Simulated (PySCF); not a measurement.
SnH3, SMILES [SnH3+], charge +1. The structure is a stationary point at PBE0-D3(BJ)/def2-TZVPD. The multiplicity is an assumed one; other spin states were not compared. The isomer is the one that the SMILES or the coordinates give; other isomers of the formula were not compared. The def2 effective core potentials stand for the cores of Sn; spin–orbit coupling is left out.

Question: Give the equilibrium geometry at PBE0-D3(BJ)/def2-TZVPD (PySCF confirms it by a frequency run) as Cartesian coordinates in Å, and its point group. (The exact figures need the calculation; the answer reports its results.)

Answer: point group D3h.
```xyz
4

Sn     0.0000     0.0000     0.0000
H      1.6863     0.0000     0.0000
H     -0.8431     1.4604     0.0000
H     -0.8431    -1.4604     0.0000
```
Charge +1, spin multiplicity 1.
